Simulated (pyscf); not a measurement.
PySCF, gas phase, ωB97X-D3(BJ)/def2-SVP geometries. Correlated levels are frozen-core, on RHF or UHF. ΔMP2 is the change of the MP2 total energy from the triple- to the quadruple-zeta basis.

### Question
`[O][GaH2]` [doublet] → `[OH][GaH]` [doublet]
Surface: doublet. Broken: Ga–H. Formed: H–O. Give ΔE‡ and ΔE from CCSD(T)/def2-TZVPP + ΔMP2(QZVPP), relative to the reactant's lowest minimum found.

### Answer
ΔE‡ = 0.87 eV, ΔE = -1.61 eV. Zero-point energy shifts the barrier by -0.06 eV. It is a hydrogen shift, with an imaginary mode of 1502i cm⁻¹. One saddle was located; it need not be the lowest between these sides. The CCSD(T) − MP2 part came from Ansatz, without density fitting, on the same reference. The frozen core leaves the outer d or s,p core shells of the metals and heavy elements correlated in the MP2 and CC values, and def2-TZVPP describes them poorly, which can shift differences by a few kcal/mol. Elements up to Kr have no core potential and no relativistic terms here.
